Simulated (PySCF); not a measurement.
HBiF₂, singlet, geometry from GFN2-xTB (such geometries of metal compounds can be far from the true shape) (core potentials on Bi); CASSCF(6,4)/def2-SVP (PySCF).

Here is a job for PySCF.
```python
from pyscf import gto, scf, mcscf
import numpy

mol = gto.M(
    atom='''
Bi   -0.090254   -0.083697    0.215462
H    -1.215132   -1.008630   -0.769741
F    -0.490202    1.587097   -0.913878
F     1.457564   -0.703154   -0.987638
''',
    basis='def2-svp',
    ecp={'Bi': 'def2-svp'},
    charge=0,
    spin=0,
    verbose=4,
)

mf = scf.RHF(mol)
mf.kernel()
mc = mcscf.CASSCF(mf, 4, 6)
mc.fix_spin_(ss=0.0)
mc.kernel()
occ = numpy.linalg.eigvalsh(mc.fcisolver.make_rdm1(mc.ci, mc.ncas, mc.nelecas))[::-1]
ss = mc.fcisolver.spin_square(mc.ci, mc.ncas, mc.nelecas)[0]
print('natural occupations', occ.round(4), ' <S^2>', round(ss, 4))
```

The log (banner, timings and long lists left out):

```
PySCF version 2.14.0

[INPUT] verbose = 4
[INPUT] num. atoms = 4
[INPUT] num. electrons = 42
[INPUT] charge = 0
[INPUT] spin (= nelec alpha-beta = 2S) = 0
[INPUT] symmetry False subgroup None
[INPUT] Mole.unit = angstrom
[INPUT] Symbol           X                Y                Z      unit          X                Y                Z       unit  Magmom
[...]
nuclear repulsion = 131.262965904028
number of shells = 25
number of NR pGTOs = 116
number of NR cGTOs = 59
basis = def2-svp
ecp = {'Bi': 'def2-svp'}

******** <class 'pyscf.scf.hf.RHF'> ********
method = RHF
initial guess = minao
damping factor = 0
level_shift factor = 0
DIIS = <class 'pyscf.scf.diis.CDIIS'>
diis_start_cycle = 1
diis_space = 8
diis_damp = 0
SCF conv_tol = 1e-09
SCF conv_tol_grad = None
SCF max_cycles = 50
direct_scf = True
direct_scf_tol = 1e-13
Set gradient conv threshold to 3.16228e-05
Initial guess from minao.
init E= -385.229353055922
[...]
cycle= 1 E= -412.505905166017  delta_E= -27.3  |g|= 1.31  |ddm|= 12.5
[...]
cycle= 2 E= -412.827480757857  delta_E= -0.322  |g|= 0.38  |ddm|= 2.93
[...]
cycle= 3 E= -412.847750584738  delta_E= -0.0203  |g|= 0.0621  |ddm|= 0.444
[...]
cycle= 4 E= -412.848465500823  delta_E= -0.000715  |g|= 0.0298  |ddm|= 0.0759
[...]
cycle= 5 E= -412.848645531719  delta_E= -0.00018  |g|= 0.00504  |ddm|= 0.026
[...]
cycle= 6 E= -412.848665110702  delta_E= -1.96e-05  |g|= 0.000942  |ddm|= 0.0154
[...]
cycle= 7 E= -412.848666171444  delta_E= -1.06e-06  |g|= 0.000333  |ddm|= 0.00317
[...]
cycle= 8 E= -412.848666312191  delta_E= -1.41e-07  |g|= 8.02e-05  |ddm|= 0.00136
[...]
cycle= 9 E= -412.848666318651  delta_E= -6.46e-09  |g|= 1.59e-05  |ddm|= 0.00027
[...]
cycle= 10 E= -412.848666318861  delta_E= -2.1e-10  |g|= 3.4e-06  |ddm|= 3.91e-05
[...]
Extra cycle  E= -412.848666318871  delta_E= -9.55e-12  |g|= 1.42e-06  |ddm|= 7.38e-06
converged SCF energy = -412.848666318871

******** <class 'pyscf.mcscf.mc1step.CASSCF'> ********
CAS (3e+3e, 4o), ncore = 18, nvir = 37
max_cycle_macro = 50
max_cycle_micro = 4
conv_tol = 1e-07
conv_tol_grad = None
orbital rotation max_stepsize = 0.02
orbital rotation threshold for CI restart = 0.01
augmented hessian ah_max_cycle = 30
augmented hessian ah_conv_tol = 1e-12
augmented hessian ah_linear dependence = 1e-14
augmented hessian ah_level shift = 1e-08
augmented hessian ah_start_tol = 2.5
augmented hessian ah_start_cycle = 3
augmented hessian ah_grad_trust_region = 3
kf_trust_region = 3
kf_interval = 4
ci_response_space = 4
ci_grad_trust_region = 3
with_dep4 0
natorb = False
canonicalization = True
sorting_mo_energy = False
ao2mo_level = 2
internal_rotation = False
******** <class 'pyscf.fci.addons.SpinPenaltyFCISolver'> ********
max. cycles = 50
conv_tol = 1e-08
davidson only = True
linear dependence = 1e-12
level shift = 0.001
max iter space = 12
nroots = 1
pspace_size = 400
spin = None
CASCI E = -412.851022370616  S^2 = 0.0000000
Set conv_tol_grad to 0.000316228
macro iter   1 ( 21 JK    4 micro), CASSCF E = -412.854739887773  dE = -3.71751716e-03  S^2 = 0.0000000
               |grad[o]|=0.00908  |grad[c]|=0.0254  |ddm|=0.0247  |maxRot[o]|=0.263
macro iter   2 ( 17 JK    4 micro), CASSCF E = -412.856340143914  dE = -1.60025614e-03  S^2 = 0.0000000
               |grad[o]|=0.0105  |grad[c]|=0.00185  |ddm|=0.00571  |maxRot[o]|=0.124
macro iter   3 ( 17 JK    4 micro), CASSCF E = -412.856918169453  dE = -5.78025539e-04  S^2 = 0.0000000
               |grad[o]|=0.00774  |grad[c]|=0.00319  |ddm|=0.00373  |maxRot[o]|=0.0795
macro iter   4 ( 12 JK    3 micro), CASSCF E = -412.856980324153  dE = -6.21547005e-05  S^2 = 0.0000000
               |grad[o]|=0.00498  |grad[c]|=0.00304  |ddm|=0.00533  |maxRot[o]|=0.054
macro iter   5 ( 12 JK    3 micro), CASSCF E = -412.857075873265  dE = -9.55491121e-05  S^2 = 0.0000000
               |grad[o]|=0.00445  |grad[c]|=0.0173  |ddm|=0.00052  |maxRot[o]|=0.118
macro iter   6 ( 12 JK    3 micro), CASSCF E = -412.857133153275  dE = -5.72800093e-05  S^2 = 0.0000000
[...]
macro iter  32 (  7 JK    2 micro), CASSCF E = -412.871216781283  dE = -3.21155914e-05  S^2 = 0.0000000
               |grad[o]|=0.000515  |grad[c]|=0.00567  |ddm|=0.00263  |maxRot[o]|=0.0666
macro iter  33 (  7 JK    2 micro), CASSCF E = -412.871242313178  dE = -2.55318956e-05  S^2 = 0.0000000
               |grad[o]|=0.000596  |grad[c]|=0.00286  |ddm|=0.00213  |maxRot[o]|=0.0697
macro iter  34 (  7 JK    2 micro), CASSCF E = -412.871261662276  dE = -1.93490974e-05  S^2 = 0.0000000
               |grad[o]|=0.000472  |grad[c]|=0.00918  |ddm|=0.00178  |maxRot[o]|=0.0698
macro iter  35 (  7 JK    2 micro), CASSCF E = -412.871278115600  dE = -1.64533240e-05  S^2 = 0.0000000
               |grad[o]|=0.000614  |grad[c]|=0.0143  |ddm|=0.00104  |maxRot[o]|=0.0698
macro iter  36 (  7 JK    2 micro), CASSCF E = -412.871291915790  dE = -1.38001905e-05  S^2 = 0.0000000
               |grad[o]|=0.000534  |grad[c]|=0.0172  |ddm|=0.00065  |maxRot[o]|=0.0698
macro iter  37 (  7 JK    2 micro), CASSCF E = -412.871304335336  dE = -1.24195460e-05  S^2 = 0.0000000
               |grad[o]|=0.000681  |grad[c]|=0.019  |ddm|=0.000212  |maxRot[o]|=0.0697
macro iter  38 (  7 JK    2 micro), CASSCF E = -412.871314223400  dE = -9.88806380e-06  S^2 = 0.0000000
               |grad[o]|=0.000586  |grad[c]|=0.0204  |ddm|=0.000416  |maxRot[o]|=0.0693
macro iter  39 (  7 JK    2 micro), CASSCF E = -412.871321074003  dE = -6.85060309e-06  S^2 = 0.0000000
               |grad[o]|=0.000733  |grad[c]|=0.0209  |ddm|=0.000953  |maxRot[o]|=0.0696
macro iter  40 (  7 JK    2 micro), CASSCF E = -412.871322858981  dE = -1.78497771e-06  S^2 = 0.0000000
               |grad[o]|=0.000447  |grad[c]|=0.00366  |ddm|=0.000223  |maxRot[o]|=0.0366
macro iter  41 ( 17 JK    4 micro), CASSCF E = -412.871239188366  dE =  8.36706146e-05  S^2 = 0.0000000
               |grad[o]|=0.000832  |grad[c]|=0.0345  |ddm|=0.003  |maxRot[o]|=0.115
macro iter  42 ( 21 JK    4 micro), CASSCF E = -412.871240395782  dE = -1.20741566e-06  S^2 = 0.0000000
               |grad[o]|=0.00159  |grad[c]|=0.000614  |ddm|=0.000222  |maxRot[o]|=0.0211
macro iter  43 (  7 JK    2 micro), CASSCF E = -412.871275299855  dE = -3.49040729e-05  S^2 = 0.0000000
               |grad[o]|=0.0012  |grad[c]|=0.000202  |ddm|=0.000682  |maxRot[o]|=0.0383
macro iter  44 (  7 JK    2 micro), CASSCF E = -412.871305646216  dE = -3.03463617e-05  S^2 = 0.0000000
               |grad[o]|=0.000866  |grad[c]|=0.00209  |ddm|=0.000968  |maxRot[o]|=0.0517
macro iter  45 (  7 JK    2 micro), CASSCF E = -412.871322951757  dE = -1.73055409e-05  S^2 = 0.0000000
               |grad[o]|=0.000513  |grad[c]|=0.00673  |ddm|=0.00094  |maxRot[o]|=0.0594
macro iter  46 (  7 JK    2 micro), CASSCF E = -412.871324177978  dE = -1.22622117e-06  S^2 = 0.0000000
               |grad[o]|=0.000362  |grad[c]|=0.00141  |ddm|=8.26e-05  |maxRot[o]|=0.0222
macro iter  47 (  7 JK    2 micro), CASSCF E = -412.871324913012  dE = -7.35033836e-07  S^2 = 0.0000000
               |grad[o]|=0.000163  |grad[c]|=0.0012  |ddm|=8.17e-05  |maxRot[o]|=0.0168
macro iter  48 ( 12 JK    3 micro), CASSCF E = -412.871319153466  dE =  5.75954630e-06  S^2 = 0.0000000
               |grad[o]|=0.000275  |grad[c]|=0.0128  |ddm|=0.000399  |maxRot[o]|=0.0825
macro iter  49 ( 17 JK    4 micro), CASSCF E = -412.871322867772  dE = -3.71430571e-06  S^2 = 0.0000000
               |grad[o]|=0.000959  |grad[c]|=0.00133  |ddm|=0.000121  |maxRot[o]|=0.0206
macro iter  50 (  7 JK    2 micro), CASSCF E = -412.871325234330  dE = -2.36655836e-06  S^2 = 0.0000000
               |grad[o]|=0.000288  |grad[c]|=0.00174  |ddm|=0.000179  |maxRot[o]|=0.0264
1-step CASSCF not converged,  50 macro (544 JK 134 micro) steps
CASSCF canonicalization
Density matrix diagonal elements [1.97957553 1.99003449 1.99915057 0.0312394 ]
CASSCF energy = -412.871325234330
CASCI E = -412.871325234330  E(CI) = -12.6565982889243  S^2 = 0.0000000
natural occupations [1.9998 1.9992 1.972  0.0289]  <S^2> 0.0
```

Convergence was not reached.
